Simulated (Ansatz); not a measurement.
Reaction (substitution at a C–O bond): `C[O][AlH][CH2]F` + `N[SiH2]CCl` → `CN[SiH2]CCl` + `[OH][AlH][CH2]F`

Gas-phase electronic energies from Ansatz, PBE0-D4/def2-TZVP geometries. CCSD(T)/CBS adds triple-zeta CCSD(T) − MP2 to the extrapolated MP2 energy (def2 sets, frozen cores). One conformer a species, not always the lowest.

| species | SCS-MP2/def2-TZVPP energy (Eh) |
| --- | --- |
| `C[O][AlH][CH2]F` | -496.49400 |
| `N[SiH2]CCl` | -845.04875 |
| `CN[SiH2]CCl` | -884.25712 |
| `[OH][AlH][CH2]F` | -457.29337 |

(1) Work out ΔE.

Largest T1 diagnostic among the species: 0.012.

Answers

(1) ΔE = (-884.25712) + (-457.29337) − (-496.49400) − (-845.04875) = -0.00774 Eh = -4.9 kcal/mol. CCSD(T)/CBS gives -5.1 kcal/mol.

In def2-TZVPP, CCSD(T) changes the Hartree–Fock value by −2.0 kcal/mol (the triples alone add −0.2 kcal/mol) and MP2 by −2.8 kcal/mol.
